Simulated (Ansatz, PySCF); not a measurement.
Molecule: AlI, net charge 0, singlet state. SMILES: [Al][I]
Geometry from a B3LYP-D3(BJ)/def2-TZVP (Ansatz, an electronic-structure program) optimisation:
```xyz
2

Al     0.0000     0.0000    -2.0675
I      0.0000     0.0000     0.5071
```
Charge 0, spin multiplicity 1.

Quantity: atomisation energy, in kcal/mol. Set-up: spin-orbit terms left out; STO-3G and 3-21G all-electron and non-relativistic; def2 sets with scalar-relativistic core potentials past Kr; 6-31G* and kin with 6d, 5d where marked; atomisation electronic, to ground-state atoms; LANL2DZ with its own core potentials from Na on; valence correlation only (noble-gas shells and the d and f shells of earlier blocks); open shells spin-unrestricted. Ab initio and DFT rows: single points at B3LYP-D3(BJ) geometries (Ansatz).

| level | program | atomisation energy (kcal/mol) |
|---|---|---|
| HF/LANL2DZ | Ansatz | 53.9 |
| PBE/STO-3G | Ansatz | 158.3 |
| BP86/def2-SVP | PySCF | 91.7 |
| B3LYP/3-21G | Ansatz | 78.7 |
| B3LYP/6-31G* with LANL2DZ past Ar | Ansatz | 84.4 |
| MP2/STO-3G | Ansatz | 139.4 |
| PBE/def2-TZVPD | Ansatz | 92.6 |
| B3LYP-D3(BJ)/def2-TZVPD | Ansatz + dftd3 | 90.9 |
| wB97X-V/def2-TZVPD | Ansatz | 90.5 |

No value to compare with is used here. The 6 habitual levels span 53.9 (HF/LANL2DZ) to 158.3 kcal/mol (PBE/STO-3G); PBE/def2-TZVPD gives 92.6.

The levels are drawn from those run, B3LYP/6-31G* more often than the rest, none by its result; left out are runs that failed, that the program found above a lower state of the same kind, or whose <S^2> lies over 0.5 above the pure value.
